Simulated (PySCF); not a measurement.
C7H5NO2S. Atoms are numbered in the order given.

```xyz
16

C     -3.1793     0.0077     0.0000
N     -1.7302     0.0024     0.0000
C     -0.9631    -0.0004     1.1834
O     -1.4213    -0.0089     2.3047
C      0.4478     0.0019     0.7120
C      1.7019     0.0011     1.2608
S      2.8948     0.0014     0.0000
C      1.7019     0.0011    -1.2608
C      0.4478     0.0019    -0.7120
C     -0.9631    -0.0004    -1.1834
O     -1.4213    -0.0089    -2.3047
H     -3.5288    -0.5065    -0.9045
H     -3.5288    -0.5065     0.9045
H     -3.5711     1.0375     0.0000
H      2.0002     0.0002     2.3077
H      2.0002     0.0002    -2.3077
```
Charge 0, spin multiplicity 1.

Coordinates come from a TPSSh-D3(BJ)/def2-SVP optimisation. A frequency run showed that this geometry is not a minimum.

The numbers are results of TDDFT-PBE/def2-SVP (PySCF), not measurements.

Vertical excitations. Gas-phase values at a fixed geometry. State labels are in the subgroup Cs.

```json
[
 {"state": "S1", "symmetry": "A'", "energy (eV)": "3.59", "λ (nm)": "346", "f": "0.000", "main pairs": "HOMO→LUMO 100 %"},
 {"state": "S2", "symmetry": "A\"", "energy (eV)": "3.81", "λ (nm)": "326", "f": "0.000", "main pairs": "HOMO→LUMO+1 97 %"},
 {"state": "S3", "symmetry": "A\"", "energy (eV)": "3.99", "λ (nm)": "311", "f": "0.003", "main pairs": "HOMO−1→LUMO 90 %"},
 {"state": "S4", "symmetry": "A\"", "energy (eV)": "4.13", "λ (nm)": "300", "f": "0.000", "main pairs": "HOMO−3→LUMO 97 %"},
 {"state": "S5", "symmetry": "A'", "energy (eV)": "4.31", "λ (nm)": "288", "f": "0.000", "main pairs": "HOMO−1→LUMO+1 40 %, HOMO−3→LUMO+1 33 %, HOMO−2→LUMO 25 %"},
 {"state": "S6", "symmetry": "A'", "energy (eV)": "4.38", "λ (nm)": "283", "f": "0.007", "main pairs": "HOMO−3→LUMO+1 51 %, HOMO−2→LUMO 45 %"},
 {"state": "S7", "symmetry": "A'", "energy (eV)": "4.65", "λ (nm)": "266", "f": "0.081", "main pairs": "HOMO−1→LUMO+1 39 %, HOMO−4→LUMO+1 35 %, HOMO−2→LUMO 12 %, HOMO−3→LUMO+1 12 %"},
 {"state": "S8", "symmetry": "A\"", "energy (eV)": "5.28", "λ (nm)": "235", "f": "0.006", "main pairs": "HOMO−2→LUMO+1 84 %"},
 {"state": "S9", "symmetry": "A\"", "energy (eV)": "5.35", "λ (nm)": "232", "f": "0.199", "main pairs": "HOMO−4→LUMO 77 %"},
 {"state": "S10", "symmetry": "A'", "energy (eV)": "5.54", "λ (nm)": "224", "f": "0.106", "main pairs": "HOMO→LUMO+2 59 %, HOMO−4→LUMO+1 28 %"},
 {"state": "T1", "symmetry": "A'", "energy (eV)": "3.23", "λ (nm)": "384", "f": "0", "main pairs": "HOMO→LUMO 99 %"},
 {"state": "T2", "symmetry": "A\"", "energy (eV)": "3.59", "λ (nm)": "345", "f": "0", "main pairs": "HOMO−1→LUMO 81 %, HOMO−2→LUMO+1 16 %"},
 {"state": "T3", "symmetry": "A'", "energy (eV)": "3.66", "λ (nm)": "339", "f": "0", "main pairs": "HOMO−2→LUMO 96 %"},
 {"state": "T4", "symmetry": "A\"", "energy (eV)": "3.67", "λ (nm)": "338", "f": "0", "main pairs": "HOMO−2→LUMO+1 57 %, HOMO→LUMO+1 20 %, HOMO−3→LUMO 12 %"}
]
```
Triplets are in the Tamm–Dancoff approximation, which puts them higher than full response would, so one can lie above its singlet here.
